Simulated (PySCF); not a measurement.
# CuCl at PBE0

Computed with PBE0; PySCF, scalar-relativistic core potentials, basis sets Cu cc-pVDZ-PP with ECP10, Cl cc-pV(D+d)Z.

- state: ¹Σ⁺ (singlet), closed shell
- bond length: 2.053 Å
- harmonic wavenumber: 424 cm⁻¹
- force constant: 2.38 mdyn/Å
- rotational constant Be: 0.1780 cm⁻¹
- anharmonicity ωexe: 1.72 cm⁻¹
- vibration–rotation constant αe: 0.00102 cm⁻¹
- well depth De to Cu (3d10 4s1) + Cl: 87.1 kcal/mol
- dissociation energy D0: 86.5 kcal/mol
- HOMO–LUMO gap: 4.41 eV
- bond order (Mayer): 1.14
- dipole moment (positive dipole means Cu(−)Cl(+)): -4.87 D
